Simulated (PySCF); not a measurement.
Cartesian coordinates (Å):
```xyz
7

Zn     0.1447     0.0923    -0.1778
N      0.9095    -1.5695    -0.2223
H      1.8175    -1.6064    -0.7037
H      0.3266    -2.2873    -0.6737
N     -0.7849     1.6484     0.0728
H     -0.6935     2.3260    -0.6954
H     -0.5238     2.1598     0.9267
```
Charge 0, spin multiplicity 1.

Task: What total energy, charge on the central atom (Mulliken) and LUMO does TPSSh-D3(BJ)/def2-TZVP // PBE-D3(BJ)/def2-SVP in PySCF 2.14.0 give?

Result: 
| Item | Value |
|---|---|
| total energy | -1891.3656 Ha |
| charge on the central atom (Mulliken) | 0.43 e |
| LUMO | -0.74 eV |
